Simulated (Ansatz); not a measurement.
Question: Name a neutral molecule of C, F, Si and H with HOMO energy (B3LYP/def2-TZVPP) between -9.00 and -8.70 eV and size of the dipole moment (ωB97M-V/def2-TZVPP) between 2.05 and 2.35 D (Ansatz, PBE0-D4/def2-TZVP geometry).

Answer: `F[SiH](F)C[SiH3]` (-8.86 eV, 2.21 D). Other molecules can fit too; these were computed, each in one conformer that needn't be the lowest.

B3LYP here is the variant with VWN-RPA as its local correlation; programs differ in this.
